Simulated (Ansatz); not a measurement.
**One elementary step**

Start structure (GaHCl$_{2}$, singlet), relaxed at PBE0-D4/def2-TZVP:

```
4
angstrom
Ga 1.4835 -0.4637 -0.9027
Cl -0.6713 -0.1581 -1.5660
H -0.7529 0.2778 0.6863
Cl -0.0594 0.3439 1.7824
```

The step: GaCl + HCl → GaCl + HCl; bonds formed: Ga1–Cl4, Cl2–H3; bonds broken: Ga1–Cl2, H3–Cl4. Program: Ansatz 0.2.0. Basis: def2-TZVPP and def2-QZVPP. Cores are frozen in the correlated methods. Filled d shells of the heavier atoms are correlated. The def2 sets are not built for correlating such inner shells, so the correlated values are less sure here. Extrapolation: Hartree–Fock as exp(−7.88 √X), correlation as X^−2.97. Energies below are by CCSD(T) at an estimated basis limit (MP2 extrapolated from triple and quadruple zeta, plus CCSD(T) − MP2 in triple zeta).

Question: What are the electronic barrier and the energy of the step, from the start structure to the end structure? (To be estimated.)

Answer: The calculation gives: Barrier 7.51 kcal/mol; step energy 0.00 kcal/mol (both ends alike: a degenerate step); reverse barrier, their difference, 7.51 kcal/mol. Barrier and step energy count from the start structure, the reverse barrier from the end structure.

The saddle point: One imaginary mode of 269i cm⁻¹.
| pair | start (Å) | saddle (Å) | end (Å) |
| --- | --- | --- | --- |
| Ga1–Cl4 | 3.20 | 2.54 | 2.28 |
| Cl2–H3 | 2.30 | 1.55 | 1.30 |
| Ga1–Cl2 | 2.28 | 2.55 | 3.20 |
| H3–Cl4 | 1.30 | 1.55 | 2.30 |

Zero-point energy (harmonic, PBE0-D4): ZPE is 5.72 kcal/mol at the start and 4.33 kcal/mol at the saddle, so the barrier goes from 7.51 to 6.11 kcal/mol.

No T1 diagnostic of these runs exceeds 0.012.

For scale, one of the runs: CCSD(T)/def2-TZVPP, 146 basis functions, launched by `ansatz run in.yaml --threads 2 --pin off --events-out ev --progress --plain --max-ram 4352MiB`. Time: 9.5 s of wall clock on 2 CPU threads of an Intel Xeon 6975P-C; the host was shared. Peak host memory: 0.88 GiB.
